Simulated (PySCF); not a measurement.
Species: C8H13N.
Z-matrix (Å and degrees, GFN2-xTB geometry), rows numbered from 1:
```
C 
C   1  1.3247
C   2  1.4685  1  124.53
C   3  1.3417  2  120.82  1    37.42
N   3  1.3770  2  115.44  1  -146.85
C   5  1.4524  3  122.23  2    25.50
C   6  1.5295  5  104.78  3   148.23
C   7  1.5261  6  102.68  5    27.69
C   5  1.4469  3  121.12  2   177.14
H   1  1.0769  2  121.85  3  -178.49
H   1  1.0770  2  121.69  3     1.65
H   2  1.0827  1  119.89  3   179.88
H   4  1.0733  3  120.25  2     1.45
H   4  1.0737  3  123.08  2   178.52
H   6  1.0992  5  109.93  3   -93.20
H   6  1.0945  5  111.58  3    26.86
H   7  1.0881  6  112.43  5   149.48
H   7  1.0909  6  110.00  5   -89.19
H   8  1.0881  7  112.94  6  -159.36
H   8  1.0904  7  110.14  6    78.62
H   9  1.0937  5  110.22  3    66.13
H   9  1.1007  5  111.13  3   -53.91
```

Method: PBE0/pcSseg-1 in PySCF (dipole) on a GFN2-xTB geometry, gas phase.

Take the most abundant isotopes and a rigid rotor. The values belong to one conformer with, in the numbering `[CH2:1]=[CH:2][C:3](=[CH2:4])[N:5]1[CH2:6][CH2:7][CH2:8][CH2:9]1`, C1–C2–C3–C4 37°, C2–C3–N5–C6 25°, C3–N5–C6–C7 148°, N5–C6–C7–C8 28°, C6–C7–C8–C9 -38°, C7–C8–C9–N5 35°.

(1) What are A, B and C (MHz)?

(2) What kind of rotor is it?

(3) Is it planar, by Δ = Ic − Ia − Ib?

(4) Give the other two planar moments, Paa and Pbb, and the rms extents of the mass along the axes.

(5) Give the coordinates in the principal-axis frame, origin at the centre of mass.

(6) Where do the levels up to J = 3 lie, in K?

(7) Which types of transition are allowed, and where do some lines up to J = 4 fall?

(8) Estimate the classical rotational partition function at 10 K, 50 K and 200 K.

## Answers

(1) Ia = 144.96, Ib = 465.00, Ic = 577.95 u·Å²; 505379 MHz·u·Å²/I gives A = 3486, B = 1087, C = 874.4 MHz.

(2) An asymmetric top: κ = (2 × 1087 − 3486 − 874.4)/(3486 − 874.4) = -0.84.

(3) Not planar: Δ = Ic − Ia − Ib = -32.01 u·Å². For a rigid frame Δ = −2 Σ m c², so Σ m c² = 16.00 u·Å² lies off the ab plane: 9.54 from hydrogen and 6.46 from heavier atoms. The atom farthest from that plane is 1.52 Å away.

(4) Paa = Σ m a² = (Ib + Ic − Ia)/2 = 449.00 and Pbb = Σ m b² = (Ia + Ic − Ib)/2 = 128.95 u·Å². With the mass M = 123.10 u, the rms extents √(P/M) along a, b and c are 1.91, 1.02, 0.36 Å.

(5) The sense of each axis is arbitrary; atoms in the order of the calculation.
```csv
atom,mass (u),a (Å),b (Å),c (Å)
C1,12.000,3.116,-0.813,0.289
C2,12.000,1.968,-0.647,-0.351
C3,12.000,1.029,0.455,-0.104
C4,12.000,1.475,1.690,0.169
N5,14.003,-0.303,0.144,-0.265
C6,12.000,-0.806,-1.210,-0.114
C7,12.000,-2.226,-1.040,0.429
C8,12.000,-2.633,0.326,-0.117
C9,12.000,-1.337,1.120,0.006
H10,1.008,3.784,-1.625,0.056
H11,1.008,3.429,-0.143,1.071
H12,1.008,1.670,-1.353,-1.117
H13,1.008,2.529,1.892,0.187
H14,1.008,0.822,2.526,0.333
H15,1.008,-0.829,-1.713,-1.091
H16,1.008,-0.178,-1.800,0.561
H17,1.008,-2.891,-1.841,0.111
H18,1.008,-2.208,-1.012,1.520
H19,1.008,-3.452,0.778,0.438
H20,1.008,-2.920,0.240,-1.165
H21,1.008,-1.277,1.943,-0.711
H22,1.008,-1.233,1.536,1.020
```

(6) Above 0(0,0), as E/k:
J = 1: 1(0,1) 0.094, 1(1,1) 0.209, 1(1,0) 0.219
J = 2: 2(0,2) 0.282, 2(1,2) 0.387, 2(1,1) 0.418, 2(2,1) 0.763, 2(2,0) 0.764
J = 3: 3(0,3) 0.562, 3(1,3) 0.654, 3(1,2) 0.715, 3(2,2) 1.046, 3(2,1) 1.049, 3(3,1) 1.647, 3(3,0) 1.648

(7) The dipole components are |μa| = 1.61 D, |μb| = 1.10 D, |μc| = 0.22 D. The squared components, which scale the intensities, stand as 1.00 : 0.47 : 0.02 (a : b : c). Some lines, for components of 0.1 D or more:

```json
{"type": "b", "branch": "R", "J(Ka,Kc)": "2(0,2) ← 1(1,1)", "MHz": "1509", "lower level (cm⁻¹)": "0.145"}
{"type": "a", "branch": "R", "J(Ka,Kc)": "1(0,1) ← 0(0,0)", "MHz": "1961", "lower level (cm⁻¹)": "0.000"}
{"type": "b", "branch": "Q", "J(Ka,Kc)": "3(1,2) ← 3(0,3)", "MHz": "3201", "lower level (cm⁻¹)": "0.390"}
{"type": "b", "branch": "R", "J(Ka,Kc)": "3(0,3) ← 2(1,2)", "MHz": "3630", "lower level (cm⁻¹)": "0.269"}
{"type": "b", "branch": "Q", "J(Ka,Kc)": "4(1,3) ← 4(0,4)", "MHz": "3729", "lower level (cm⁻¹)": "0.648"}
{"type": "b", "branch": "R", "J(Ka,Kc)": "1(1,1) ← 0(0,0)", "MHz": "4361", "lower level (cm⁻¹)": "0.000"}
{"type": "c", "branch": "R", "J(Ka,Kc)": "1(1,0) ← 0(0,0)", "MHz": "4573", "lower level (cm⁻¹)": "0.000"}
{"type": "c", "branch": "Q", "J(Ka,Kc)": "4(2,3) ← 4(1,3)", "MHz": "6482", "lower level (cm⁻¹)": "0.772"}
{"type": "c", "branch": "Q", "J(Ka,Kc)": "2(2,1) ← 2(1,1)", "MHz": "7199", "lower level (cm⁻¹)": "0.290"}
{"type": "a", "branch": "R", "J(Ka,Kc)": "4(3,2) ← 3(3,1)", "MHz": "7871", "lower level (cm⁻¹)": "1.145"}
{"type": "a", "branch": "R", "J(Ka,Kc)": "4(3,1) ← 3(3,0)", "MHz": "7874", "lower level (cm⁻¹)": "1.145"}
{"type": "c", "branch": "R", "J(Ka,Kc)": "2(2,1) ← 1(1,1)", "MHz": "11546", "lower level (cm⁻¹)": "0.145"}
{"type": "b", "branch": "Q", "J(Ka,Kc)": "3(3,0) ← 3(2,1)", "MHz": "12471", "lower level (cm⁻¹)": "0.729"}
{"type": "b", "branch": "Q", "J(Ka,Kc)": "3(3,1) ← 3(2,2)", "MHz": "12537", "lower level (cm⁻¹)": "0.727"}
{"type": "c", "branch": "R", "J(Ka,Kc)": "3(2,2) ← 2(1,2)", "MHz": "13720", "lower level (cm⁻¹)": "0.269"}
{"type": "b", "branch": "R", "J(Ka,Kc)": "4(2,2) ← 3(1,3)", "MHz": "16196", "lower level (cm⁻¹)": "0.455"}
{"type": "c", "branch": "Q", "J(Ka,Kc)": "4(4,1) ← 4(3,1)", "MHz": "17514", "lower level (cm⁻¹)": "1.408"}
{"type": "b", "branch": "R", "J(Ka,Kc)": "4(4,1) ← 3(3,0)", "MHz": "25388", "lower level (cm⁻¹)": "1.145"}
```

(8) Point group C1, symmetry number σ = 1; q = (√π/σ)·√((kT/h)³/(ABC)), k/h = 20836.6 MHz/K: 2930 at 10 K, 32700 at 50 K, 262000 at 200 K.

Not checked by GFN2-xTB frequencies. Constants of a rigid frame at the computed geometry: no zero-point averaging, no centrifugal distortion. Quadrupole hyperfine structure (14N) is left out.
